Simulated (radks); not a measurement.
The selenium anion Se2-, [Kr], held by a Watson sphere: a shell of charge +2 at radius R that stands for the Madelung well of a crystal (potential energy -2/R inside, -2/r outside, in hartree with lengths in bohr). Method: scalar-relativistic Kohn-Sham, LDA (Slater exchange, VWN5 correlation), spin-polarised, spherical densities, finite nucleus; Fermi nuclear charge, rms radius of each element as measured or else 0.836 A^(1/3) + 0.57 fm; computed with a radial shooting solver on a logarithmic mesh with Libxc functionals. Response by self-consistent Sternheimer equations with the Hartree and adiabatic LDA kernel, the relativistic mass of each level held fixed and spin-orbit coupling left out. The sphere does not respond.

\begin{tabular}{lrrrrrrr}
R (bohr) & e(3d) (eV) & e(4s) (eV) & e(4p) (eV) & <r> 4p (bohr) & sum of <r^2> (bohr^2) & X-ray form factor at sin(theta)/lambda = 0.2 1/angstrom & alpha (bohr^3) \\ \hline
2.55 & -51.286 & -17.526 & -7.394 & 2.374 & 56.14 & 27.071 & 36.28 \\
3.09 & -50.643 & -16.266 & -6.404 & 2.506 & 61.38 & 26.940 & 48.95 \\
4.5 & -49.247 & -14.046 & -4.259 & 2.777 & 73.82 & 26.874 & 102.8 \\
4.96 & -48.858 & -13.545 & -3.725 & 2.847 & 77.62 & 26.880 & 129.1 \\
5 & -48.826 & -13.505 & -3.682 & 2.853 & 77.95 & 26.881 & 131.7 \\
5.28 & -48.609 & -13.241 & -3.395 & 2.892 & 80.26 & 26.885 & 150.9 \\
\end{tabular}
